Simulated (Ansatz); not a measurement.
Z-matrix (Å, degrees):
```
Sn
C 1 2.213
B 1 2.765 2 33.0
C 1 2.136 2 106.9 3 112.9
H 1 1.709 2 106.2 3 -127.1
H 1 1.710 2 112.2 3 -8.2
H 2 1.089 1 104.0 3 121.8
H 2 1.090 1 102.2 3 -121.2
H 3 1.201 1 104.2 2 117.5
H 3 1.200 1 107.5 2 -115.7
H 4 1.090 1 110.3 2 179.9
H 4 1.090 1 109.3 2 -60.3
H 4 1.090 1 109.9 2 59.5
```

The species carries charge 0 and has multiplicity 1. Sn: def2 effective core potential.

Question: List the PBE/def2-TZVPP orbital energies in eV (Ansatz). (An estimate is asked.)

Answer: Ansatz gave: Occupied: -269.06, -268.72, -176.40, -133.12, -89.08, -89.03, -89.01, -25.55, -25.53, -25.52, -25.43, -25.41, -17.42, -16.90, -12.22, -11.63, -10.49, -10.10, -10.04, -8.47, -7.74, -7.47, -7.36, -7.00. Lowest empty: -1.69, -0.49, -0.34, 0.12, 0.74, 1.00, 1.35, 1.69.
